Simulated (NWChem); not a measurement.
Species: AlH₂O₂I; SMILES [OH][Al]([OH])[I]

```xyz
6

Al     0.0000     0.0000     1.3876
I      0.0000     0.0000    -1.1022
O      0.0000    -1.4495     2.2905
H      0.0000    -2.3210     1.8649
O      0.0000     1.4495     2.2905
H      0.0000     2.3210     1.8649
```
Atoms are numbered in this order, from 1.

Computed with NWChem. Coordinates come from a PBE-D3(BJ)/def2-SVP optimisation. def2 effective core potentials on I; no spin-orbit coupling. Ions are spin-unrestricted doublets at the neutral geometry; other ion states weren't tried.

For level PBE/def2-SVP:

| Item | Result |
|---|---|
| −ε(HOMO) (eV) | 6.64 |

What are these values for level PBE0/def2-SVP?


| Item | Value |
|---|---|
| −ε(HOMO) (eV) | 7.88 |
